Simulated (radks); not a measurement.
Results of a calculation; reference values are marked as such.
Initial-state core-level shifts of neutral niobium when its valence configuration changes from [Kr] 4d4 5s1. Level of theory: Dirac Kohn-Sham, BLYP, spin-unpolarised, spherical densities, finite nucleus; open shells fill j = l - 1/2 first; Fermi nuclear charge, rms radius 4.324 fm (a radial shooting solver on a logarithmic mesh with Libxc functionals). Shifts are changes of the shell-averaged eigenvalues in eV (positive: less bound); the change of the density at the nucleus, which sets a Mossbauer isomer shift, is in e/bohr^3, on a base of 8.252e+04.

valence,1s,2p,4s,4p,density at nucleus
4d2 5s1 5p2,-7.941,-8.334,-7.698,-7.364,+7.840
4d1.5 5s1 5p2.5,-10.314,-10.851,-9.894,-9.439,+10.422
4d4.5 5s0.5,+0.895,+0.967,+0.923,+0.875,-5.240
4d3.5 5s0.5 5p1,-2.345,-2.396,-2.336,-2.278,-3.357
4d3 5s1 5p1,-3.674,-3.830,-3.631,-3.496,+3.365
4d4 5p1,-1.179,-1.140,-1.177,-1.185,-9.247
4d1.5 5p3.5,-11.474,-11.997,-11.011,-10.537,-3.829
4d3.5 5s1 5p0.5,-1.754,-1.821,-1.748,-1.690,+1.532
4d4 5s0.5 5p0.5,-0.611,-0.590,-0.609,-0.614,-4.450
